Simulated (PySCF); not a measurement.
Vertical excitations of a molecule C2H6ClInO from TDDFT-ωB97X/def2-SVPD in PySCF, as energy in eV (oscillator strength): 6.12 (0.002), 6.15 (0.013), 6.26 (0.170), 6.62 (0.160), 6.67 (0.022), 6.76 (0.048), 6.81 (0.049), 7.22 (0.001), 7.33 (0.163), 7.53 (0.245). Lowest triplet (TDA): 5.20 eV. Geometry: PBE0-D3(BJ)/def2-SVP. The def2 effective core potentials stand for the cores of In; spin–orbit coupling is left out. Other conformers were not sampled.

**Question.** Which molecule gave these data?
(A) C[CH2][In]([OH])[Cl]
(B) C[O][In]([CH3])[Cl]
(C) CC[O][InH][Cl]

**Answer.** A, C[CH2][In]([OH])[Cl]
